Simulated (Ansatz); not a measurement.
Gas-phase electronic energies from Ansatz, PBE0-D4/def2-TZVP geometries. CCSD(T)/CBS adds triple-zeta CCSD(T) − MP2 to the extrapolated MP2 energy (def2 sets, frozen cores). DFT in def2-TZVPP. B3LYP here is the variant with VWN-RPA as its local correlation; programs differ in this. For As, Se outer-core shells are correlated without core-valence functions, which leaves a few kJ/mol of doubt a bond. Scalar relativity is left out up to krypton. One conformer a species, not always the lowest.

`C[SiH2][AsH2]` + `[SiH3][SeH]` → arsine + `C[SiH2][SiH2][SeH]`  (redistribution)

```csv
level,ΔE (kJ/mol),difference from CCSD(T)/CBS
PBE-D4,16.6,-9.1
r2SCAN-D4,22.2,-3.5
B2PLYP,27.5,1.8
PBE,19.3,-6.4
r2SCAN,23.3,-2.4
B3LYP,26.1,0.4
HF/def2-TZVPP,32.8,7.1
MP2/def2-TZVPP,30.6,4.9
CCSD(T)/def2-TZVPP,24.2,-1.5
SCS-MP2/def2-QZVPP,30.8,5.1
CCSD(T)/CBS,25.7,0
```

Largest T1 diagnostic among the species: 0.011.

The D4 term adds −4.2 kJ/mol with B3LYP and −2.7 kJ/mol with PBE0; it sums over pairs of atoms, weighted by their polarisabilities, and B3LYP, whose exchange is more repulsive, gets the larger term.
